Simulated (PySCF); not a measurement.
# Partial charges of `C=CCPC(C)(C)C`

Species: C7H15P.
Geometry (GFN2-xTB, Å), atoms numbered from 1 in this order:
```xyz
23
C7H15P angstrom
C      3.8332    0.2725   -0.2940
C      2.9270   -0.2616    0.5048
C      1.5384   -0.6058    0.0871
P      0.3443    0.5247    0.9867
C     -1.3080    0.1082    0.1580
C     -1.7360   -1.2888    0.6060
C     -1.2670    0.1860   -1.3657
C     -2.2988    1.1434    0.6974
H      3.6234    0.4819   -1.3308
H      4.8231    0.5196    0.0499
H      3.1627   -0.4581    1.5431
H      1.3003   -1.6280    0.3979
H      1.4250   -0.5137   -0.9943
H      0.6082    1.6401    0.1739
H     -1.0804   -2.0508    0.1881
H     -2.7527   -1.4985    0.2759
H     -1.7059   -1.3654    1.6921
H     -0.8882    1.1521   -1.6959
H     -2.2725    0.0613   -1.7665
H     -0.6429   -0.5980   -1.7884
H     -2.0046    2.1486    0.3986
H     -3.3003    0.9499    0.3149
H     -2.3330    1.1073    1.7852
```

Density: PBE0/pcSseg-1 (PySCF); schemes: Mulliken, IAO, Hirshfeld and ESP-fitted. Geometry: GFN2-xTB, one conformer, isolated molecule.

Atoms with like bonding are taken together and averaged. Do the Mulliken, IAO, Hirshfeld and ESP-fitted schemes agree on where the charge is highest?

The schemes don't all agree: Mulliken P4 (+0.312); IAO P4 (+0.310); Hirshfeld P4 (+0.111); ESP-fitted C5 (+0.491).

At which atom do the 4 schemes differ most?

At C5: from -0.763 (Mulliken) to +0.491 e (ESP-fitted), 1.254 e apart.

Tabulate the Mulliken, IAO, Hirshfeld and ESP-fitted charges.

In e; atoms taken as equivalent share a row and are averaged (×n: the atom named and its like, n in all):

```tsv
atom	environment	Mulliken	IAO	Hirshfeld	ESP-fitted
C1	terminal =CH2 carbon	-0.152	-0.329	-0.110	-0.503
C2	alkene CH carbon	-0.217	-0.127	-0.042	-0.135
C3	sp3 carbon bound to phosphorus	-0.425	-0.430	-0.113	+0.022
P4	phosphine phosphorus	+0.312	+0.310	+0.111	-0.417
C5	sp3 carbon bound to phosphorus	-0.763	-0.098	-0.010	+0.491
C6/C7/C8	methyl carbon	-0.158	-0.416	-0.122	-0.442
H9	vinylic hydrogen	+0.107	+0.142	+0.042	+0.204
H10	vinylic hydrogen	+0.117	+0.152	+0.045	+0.198
H11	vinylic hydrogen	+0.113	+0.147	+0.043	+0.164
H12/H13	methylene hydrogen	+0.156	+0.144	+0.041	+0.072
H14	P–H hydrogen	+0.033	-0.038	-0.022	+0.160
H15 (×9)	methyl hydrogen	+0.115	+0.137	+0.038	+0.111
```

Mean size of the charges over all atoms: ESP-fitted 0.207 e, IAO 0.197 e, Mulliken 0.177 e, Hirshfeld 0.058 e. Each set sums to the total charge, 0, to within 0.001 e. The Mulliken scheme counts on each atom the diagonal of the density matrix times the overlap matrix over that atom's basis functions.

Some averages cover members that differ in this geometry: C6/C7/C8, ESP-fitted -0.589 to -0.332; H15 (×9), ESP-fitted +0.067 to +0.153; H12/H13, ESP-fitted +0.058 to +0.085 e.

How many electrons does the Hirshfeld scheme count on C7?

Its own charge is -0.122 e, so Z − q = 6.122.

Sum the charges by element, for elements with more than one atom.

| element | atoms | Mulliken | IAO | Hirshfeld | ESP-fitted |
| --- | --- | --- | --- | --- | --- |
| C | 7 | -2.031 | -2.232 | -0.642 | -1.450 |
| H | 15 | +1.719 | +1.921 | +0.531 | +1.867 |

How closely do the schemes follow one another over all atoms?

Correlation coefficient and root-mean-square difference: IAO with Hirshfeld 0.99, 0.162 e; Mulliken with IAO 0.71, 0.174 e; Mulliken with Hirshfeld 0.67, 0.191 e; Hirshfeld with ESP-fitted 0.57, 0.229 e; IAO with ESP-fitted 0.57, 0.230 e; Mulliken with ESP-fitted 0.01, 0.347 e.
